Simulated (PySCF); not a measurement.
Polarisability and C₆ of Ta⁵⁸⁺ (tantalum, charge +58)

[Ne] 3s2 3p3, high-spin 4S determinant. Calculation: PySCF 2.14, in an uncontracted even-tempered set (17 s from 16 bohr⁻², ratio 2.5; 12 p from 20 bohr⁻², ratio 2.5; 4 d from 79 bohr⁻², ratio 2.7; 4 f from 120 bohr⁻², ratio 2.7); the spin-free X2C one-electron Hamiltonian (Gaussian nucleus). Coupled (time-dependent) response in atomic units; α is the mean over directions.

```tsv
method	mean α (bohr³)	C₆ (like pair)	S(−4)
UHF	0.002103	7.276e-05	6.673e-06
PBE0	0.002071	7.147e-05	6.397e-06
```

S(−4) is the Cauchy moment in α(ω) = α(0) + S(−4) ω² + …

α(iu) at PBE0:

| u (hartree) | α(iu) (bohr³) |
| --- | --- |
| 0 | 0.002071 |
| 2.00 | 0.002045 |
| 4.00 | 0.001974 |
| 8.00 | 0.001744 |
| 12.0 | 0.001481 |
| 16.0 | 0.001244 |
| 20.0 | 0.001048 |
| 30.0 | 0.0007158 |
| 40.0 | 0.0005255 |
| 60.0 | 0.0003357 |
| 100 | 0.0001989 |

For an ion, C₆ is the dispersion term alone; charge-induced terms of lower order in 1/R come first.

Spin-orbit coupling, which splits the p, d and f shells strongly at this Z, is absent. Spin-orbit coupling is strong in this species (close to jj coupling), so the high-spin LS determinant is a model state, not a physical level.
